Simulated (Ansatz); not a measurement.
C₅H₈F₃GaN₂⁺, that is Ga(IMe)F3 with one electron fewer. Total charge 1; doublet. Geometry PBE-D4/def2-SVP, that of the neutral singlet.

```xyz
19

Ga   -0.0381    2.2494    0.2040
C    -0.0041    0.2215    0.0125
N     1.0803   -0.5602   -0.2253
C     2.4338   -0.0393   -0.4138
C     0.7143   -1.8948   -0.2554
C    -0.6413   -1.9369   -0.0332
N    -1.0583   -0.6265    0.1260
C    -2.4301   -0.1910    0.3847
H     3.0324   -0.1877    0.5066
H     2.9172   -0.5678   -1.2569
H     2.3521    1.0427   -0.6454
H     1.4343   -2.6975   -0.4414
H    -1.3330   -2.7834    0.0125
H    -2.4948    0.8897    0.1426
H    -3.1246   -0.7617   -0.2600
H    -2.6909   -0.3589    1.4482
F    -1.6835    2.7090   -0.3709
F     1.3162    2.8055   -0.8476
F     0.2182    2.6880    1.9128
```

At PBE-D4/def2-TZVP the gap within one spin of the charge 1 doublet nearly closes, so an electron or hole may be smeared out by delocalisation error.

Question: Estimate the α-spin orbital energies around the gap (eV) in Ansatz with PBE-D4/def2-TZVP, B97M-V/def2-TZVP, PBE0-D4/def2-TZVP.

Answer: 
| orbital | PBE-D4/def2-TZVP | B97M-V/def2-TZVP | PBE0-D4/def2-TZVP |
| --- | --- | --- | --- |
| HOMO−5 | -12.73 | -13.02 | -13.69 |
| HOMO−4 | -12.71 | -12.86 | -13.66 |
| HOMO−3 | -12.58 | -12.74 | -13.57 |
| HOMO−2 | -12.45 | -12.67 | -13.53 |
| HOMO−1 | -12.42 | -12.64 | -13.50 |
| HOMO | -12.32 | -12.55 | -13.37 |
| LUMO | -7.42 | -7.47 | -7.14 |
| LUMO+1 | -7.12 | -7.29 | -7.05 |
| LUMO+2 | -4.73 | -4.41 | -3.87 |
| LUMO+3 | -4.15 | -4.00 | -3.42 |
| LUMO+4 | -3.90 | -3.76 | -3.24 |
| LUMO+5 | -3.70 | -3.68 | -3.04 |
| β HOMO | -12.22 | -12.45 | -13.35 |
| β LUMO | -12.18 | -12.28 | -11.88 |
